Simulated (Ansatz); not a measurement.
`CBN(C)C` + H–F → `CBF` + `CNC` at 700 K and 1 bar (ligand exchange at a B–N bond).

Calculated with Ansatz (gas phase, PBE0-D4/def2-TZVP geometries, no zero-point term in ΔE). CCSD(T)/CBS is the MP2 limit (def2-TZVPP, def2-QZVPP) plus CCSD(T) − MP2 in def2-TZVPP, frozen cores. This one scheme is used for every species. One conformer a species, not always the lowest.

| species | CCSD(T)/CBS energy (Eh) | H − E (kJ/mol) | S (J/(mol·K)) |
| --- | --- | --- | --- |
| `CBN(C)C` | -199.71235 | 436.6 | 470.7 |
| H–F | -100.39570 | 45.2 | 198.5 |
| `CBF` | -165.10297 | 181.4 | 343.0 |
| `CNC` | -135.00321 | 296.9 | 352.4 |

H − E and S are ideal-gas, rigid-rotor, harmonic terms from PBE0-D4/def2-TZVP, for one conformer and one mirror image of each species. 1 Eh = 2625.50 kJ/mol, R = 8.31446 J/(mol·K).

Task: By hand: ΔE, ΔH, ΔS and ΔG.

Result: ΔE = (-165.10297) + (-135.00321) − (-199.71235) − (-100.39570) = 0.00187 Eh = 4.9 kJ/mol. Δ(H − E) = 181.4 + 296.9 − 436.6 − 45.2 = -3.5, so ΔH = 1.4 kJ/mol. ΔS = 343.0 + 352.4 − 470.7 − 198.5 = 26.2 J/(mol·K). ΔG = 1.4 − 700 × (26.2)/1000 = -16.9 kJ/mol.

Task: By hand: the equilibrium constant, and the temperature at which ΔG would vanish if ΔH and ΔS stayed fixed.

Result: log₁₀ K = −ΔG/(RT ln 10) = 1.3. ΔG = 0 at ΔH/ΔS = 53 K, though so small a ΔH makes that figure unsure.

TΔS isn't small against ΔH here. A doubt of 5 kJ/mol in ΔE shifts log₁₀ K by 0.4 here. Other conformers and mirror images would add mixing entropy, several J/(mol·K) or more a flexible species. These are equilibria of isolated gas molecules and say nothing of rates. Largest T1 diagnostic: 0.012 (customary marks: 0.02 for closed shells, 0.045 for open ones).
